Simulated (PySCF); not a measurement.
trichloroethylene (C2HCl3), SMILES ClC(Cl)=CCl. Geometry optimised at PBE-D3(BJ)/def2-SVP.

Method: PBE-D3(BJ)/def2-SVP (PySCF).

Harmonic wavenumbers (cm⁻¹): 163, 198, 270, 379, 449, 623, 742, 837, 907, 1196, 1599, 3158. Rotational constants (GHz): 3.819, 1.484, 1.069; symmetry number 1.

Work out the zero-point energy and the ideal-gas rigid-rotor harmonic-oscillator thermochemistry at 298.15 K and 1 atm.

ZPE = ½ Σ hcν = ½ × 10522 cm⁻¹ = 62.93 kJ/mol. H − E(el) = 79.74 kJ/mol. Entropy in J/(mol K): translation 169.58, rotation 118.68, vibration 38.24, total 326.50. G − E(el) = -17.60 kJ/mol. Cp = 81.01 J/(mol K).
